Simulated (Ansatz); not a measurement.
**Pulling the pair apart**

The pair of Li⁺ (SMILES [Li+], atom 1) and SbH3 (SMILES [SbH3], atoms 2–5), both closed shells, in one local arrangement (a lower one may exist), relaxed at PBE0-D4/def2-TZVP:

| atom | x (Å) | y (Å) | z (Å) |
| --- | --- | --- | --- |
| Li1 | -0.6636 | -0.0269 | -1.4370 |
| Sb2 | 0.4987 | 0.0193 | 1.0817 |
| H3 | 1.1451 | -0.6736 | -0.3720 |
| H4 | 0.0350 | 1.3757 | 0.1040 |
| H5 | -1.0152 | -0.6945 | 0.6234 |

SbH3 is shifted rigidly along the line between the mean atom positions of the two fragments (negative: closer). Counterpoise interaction energies in kcal/mol. Ansatz 0.2.0; basis: def2-TZVPPD; cores frozen in the correlated methods. Filled d shells of the heavier atoms are correlated. Core potentials replace the inner electrons of the atoms past krypton. The outer core shell of Li, Na, Mg and K is correlated. The def2 sets are not built for correlating such inner shells, so the correlated values are less sure here.

```tsv
shift (Å)	MP2	PBE0-D4	PBE-D4
-0.28	-17.07	-20.12	-20.37
-0.14	-19.58	-22.20	-22.54
0.00	-20.48	-22.74	-23.17
0.14	-20.34	-22.29	-22.80
0.33	-19.14	-20.89	-21.51
0.69	-15.67	-18.07	-18.94
1.39	-9.43	-11.00	-11.61
2.77	-3.62	-3.94	-4.06
```

(1) What does CCSD(T) give at these shifts? (To be estimated.)

No T1 diagnostic of these runs exceeds 0.014.

## Answers

(1) By the calculation: -16.49, -18.98, -19.87, -19.74, -18.56, -15.16, -9.07, -3.45 kcal/mol. For zero shift, CCSD(T) at an estimated basis limit (MP2 extrapolated from triple and quadruple zeta, plus CCSD(T) − MP2 in triple zeta) gives -21.43 kcal/mol. These are counterpoise interaction energies, counted from the two frozen fragments.

For scale, one of the runs: CCSD(T)/def2-TZVPPD, 129 basis functions, launched by `ansatz run in.yaml --threads 2 --pin off --events-out ev --progress --plain --max-ram 5222MiB`. The run took 9.5 s on 2 CPU threads of an Intel Xeon Platinum 8259CL (shared host), with 0.73 GiB of host memory at its peak.
